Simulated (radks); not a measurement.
Results of a calculation; reference values are marked as such.
Q: Neutral helium, [He]. Code: a radial shooting solver on a logarithmic mesh with Libxc functionals. Model: non-relativistic Kohn-Sham, LDA (Slater exchange, Perdew-Wang correlation), spin-polarised, spherical densities, point nucleus. Every spin shell is full or empty, so the densities are truly spherical. Functionals are evaluated on that one density, not self-consistently. Rank these exchange functionals by their error against the exact value of the orbitals, and give that value: LDA, B88, PBE, revPBE, RPBE, PW86, G96, APBE, Tao-Mo, TASK.

A: Exact: -0.997931 hartree. From best to worst, with 100 (|E| - |E exact|)/|E exact| (equal figures are ties): B88 +0.29, G96 +0.58, revPBE +0.63, TASK +0.66, APBE +0.80, PBE -0.84, Tao-Mo +0.88, RPBE +0.90, PW86 +1.09, LDA -13.65.
